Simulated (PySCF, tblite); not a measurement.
Isomers of C5H11NO2Si. Method: GFN2-xTB as coded in tblite; computed harmonic values from a numerical Hessian at the method's own geometry, unscaled. Against measured fundamentals such values can be off by several per cent, at times by over 20. Modes of hydrogen on silicon can be 10 to 20 % off. One conformer each.

Electronic energies: PBE0/pcSseg-1 single points on the GFN2-xTB geometries (PySCF, gas phase).

```csv
SMILES,"electronic energy, lowest = 0 (kJ/mol)"
C1C[C@@H]([SiH]2OCCO2)N1,55.7
CO/C(=C\[SiH3])CC(N)=O,141.4
C=C([SiH2]N)C(=O)COC,159.1
[H]/N=C/C(=C)O[Si@@H](C)OC,0.0
```

How do GFN2-xTB zero-point energies change the relative energies?

```
                    SMILES  ZPE (kJ/mol)  of it from modes above 1550 cm⁻¹  electronic (kJ/mol)  with ZPE, lowest = 0 (kJ/mol)  lowest mode (cm⁻¹)  rings
[H]/N=C/C(=C)O[Si@@H](C)OC         403.3                             216.5                  0.0                            0.0                  33      0
  C1C[C@@H]([SiH]2OCCO2)N1         422.7                             192.8                 55.7                           75.1                 16i      2
    CO/C(=C\[SiH3])CC(N)=O         393.4                             210.2                141.4                          131.6                  30      0
      C=C([SiH2]N)C(=O)COC         396.4                             213.0                159.1                          152.2                  37      0
```

The zero-point energies span 29.3 kJ/mol, from `CO/C(=C\[SiH3])CC(N)=O` to `C1C[C@@H]([SiH]2OCCO2)N1`. Slightly imaginary modes are left out of the zero-point energy: `C1C[C@@H]([SiH]2OCCO2)N1` 16.3i cm⁻¹. The order is unchanged.

And how do the electronic energies of GFN2-xTB itself compare?

`[H]/N=C/C(=C)O[Si@@H](C)OC` 71.5; `C1C[C@@H]([SiH]2OCCO2)N1` 0.0; `CO/C(=C\[SiH3])CC(N)=O` 212.5; `C=C([SiH2]N)C(=O)COC` 266.0 kJ/mol, lowest = 0. Against the energies above, taken from the same isomer `[H]/N=C/C(=C)O[Si@@H](C)OC`, the largest difference is 127.2 kJ/mol.

What do entropy and thermal enthalpy add at 298.15 K and 1 bar (rigid rotor, harmonic oscillator, one conformer each)?

```tsv
SMILES	point group	symmetry number	S (J/(mol K))	H − H(0) (kJ/mol)	ZPE + H − H(0) − TS (kJ/mol)
[H]/N=C/C(=C)O[Si@@H](C)OC	C1	1	469.8	35.44	298.6
CO/C(=C\[SiH3])CC(N)=O	C1	1	458.3	34.18	291.0
C=C([SiH2]N)C(=O)COC	C1	1	454.7	34.73	295.5
```

Not tabulated: `C1C[C@@H]([SiH]2OCCO2)N1` (lowest mode only 16i cm⁻¹).
